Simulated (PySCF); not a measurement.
Excitation energy of Ti⁺ by level of theory

Ti⁺ [Ar] 3d2 4s1 (4F) → Ti⁺ [Ar] 3d1 4s2 (2D), as a difference of total energies. Computed with PySCF 2.14 in dyall-av2z (16s12p7d2f, 101 functions), with the non-relativistic Hamiltonian (point nucleus). Correlated levels: valence: [Ar] frozen; virtual orbitals above 40 to 60 times the deepest correlated orbital energy dropped. The calculations carry no spin-orbit coupling.

```csv
method,excitation energy (cm⁻¹),difference from reference (cm⁻¹)
UHF,32981,+8106
LDA,33179,+8304
PBE,34008,+9134
PBE0,33854,+8979
r2SCAN,38246,+13371
B3LYP,32184,+7310
wB97X-V,31571,+6696
TPSS,35590,+10715
PW91,34437,+9562
MP2 (valence),28528,+3653
SCS-MP2 (valence),26261,+1386
```

Reference: 24875 cm⁻¹ (measured; NIST levels, between the centres of gravity of the two terms).

These non-relativistic numbers lack the scalar-relativistic shift.

Errors of the correlated levels include the incompleteness of this basis and the frozen core.
